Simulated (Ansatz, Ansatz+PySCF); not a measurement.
```xyz
4

N     0.0000    0.0000    0.3648
H     2.8075    0.0000   -0.8511
H    -1.4038    2.4314   -0.8511
H    -1.4038   -2.4314   -0.8511
```

Basis set: cc-pVDZ (spherical functions). Frozen core: 1 orbital. Charge 0, multiplicity 1.

Computed with Ansatz (development build ahead of 0.2.0); each method stands on the lowest determinant of its kind that the runs found. Restricted open shells among the atoms or ions are ROHF, correlated in semicanonical orbitals with singles. Restricted functionals stand beside restricted open-shell atoms, which can lie above the unrestricted atoms usual in DFT and then raise those values.

The atomization energy at this shape (free ground-state atoms in the same class of orbitals less the molecule, no zero-point energy) of singlet NH₃ in separate pieces:

| method | atomization energy |
| --- | --- |
| ωB97X (unrestricted) | -0.53 kcal/mol |
| r²SCAN (unrestricted) | 2.55 kcal/mol |
| PBE0 (unrestricted) | 1.68 kcal/mol |
| PBE (unrestricted) | 2.57 kcal/mol |
| UHF-CCSDT(Q) | 0.92 kcal/mol |
| UHF-CCSD(T) | 0.62 kcal/mol |
| UHF-MP2 | 0.48 kcal/mol |
| UHF | 0.15 kcal/mol |
| PBE (restricted) | -103.57 kcal/mol |
| PBE0 (restricted) | -171.43 kcal/mol |
| ωB97X (restricted) | -215.88 kcal/mol |
| RHF-MP2 | -161.90 kcal/mol |
| RHF | -346.86 kcal/mol |

(1) What does r²SCAN (restricted) give?

Results:

(1) -139.65 kcal/mol. Caution for ωB97X (unrestricted), r²SCAN (unrestricted), PBE0 (unrestricted), PBE (unrestricted), PBE (restricted), r²SCAN (restricted), PBE0 (restricted), ωB97X (restricted): charge can spread falsely over distant fragments. Caution for ωB97X (unrestricted), PBE0 (unrestricted), UHF-CCSDT(Q), UHF-CCSD(T), UHF-MP2, UHF: the unrestricted determinant is a mixture of spin states. Caution for r²SCAN (unrestricted), PBE (unrestricted): the unrestricted determinant is spin contaminated. Caution for UHF-CCSDT(Q), UHF-CCSD(T), UHF-MP2: a plain start can end on a higher determinant; bonds are stretched, where a single reference can fail. Caution for PBE (restricted), r²SCAN (restricted), PBE0 (restricted), ωB97X (restricted), RHF-MP2, RHF: an unrestricted determinant lies well below; the molecule lies well above its atoms at this level. Caution for RHF-MP2: another reference gives a lower total; large amplitudes, a single reference is doubtful.
